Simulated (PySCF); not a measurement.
Molecule: `CCc1ccccn1`, C$_{7}$H$_{9}$N.

Geometry:
```
atom   x (Å)   y (Å)   z (Å)
  C1  -2.555  -0.667   0.459
  C2  -1.662  -0.191  -0.680
  C3  -0.225  -0.044  -0.258
  C4   0.437   1.189  -0.307
  C5   1.764   1.263   0.107
  C6   2.391   0.105   0.559
  C7   1.647  -1.075   0.573
  N8   0.382  -1.152   0.180
  H9  -3.589  -0.823   0.117
 H10  -2.172  -1.616   0.862
 H11  -2.575   0.065   1.282
 H12  -1.697  -0.926  -1.501
 H13  -2.026   0.764  -1.089
 H14  -0.087   2.077  -0.667
 H15   2.302   2.214   0.078
 H16   3.430   0.111   0.894
 H17   2.105  -2.009   0.922
```

Geometry PBE0-D3(BJ)/def2-SVP throughout; GIAO in PySCF 2.14, gas phase, one conformer, non-relativistic; equivalent atoms averaged; basis pcSseg-1.

For orientation, KT3 gives these shifts δ (against TMS, NH3 at the same level): C3 155.7, C7 142.2, C4 116.3, C6 114.8, C1 17.9, N8 325.9, H15 7.27, H14 6.78, H9/H10/H11 1.37 ppm.

A run gave: C3 173.3, C7 158.5, C4 128.3, C6 127.0, C1 17.2, N8 365.8, H15 7.63, H14 7.03, H9/H10/H11 1.43 ppm (shifts δ (against TMS, NH3 at the same level)).

Problem. Which functional was used in that run?
A. B3LYP
B. BHandHLYP
C. BP86
D. PBE0

Solution. B. C7 tells them apart best: BHandHLYP gives 158.5, PBE0 gives 155.5, BP86 gives 152.7, B3LYP gives 155.9 ppm.
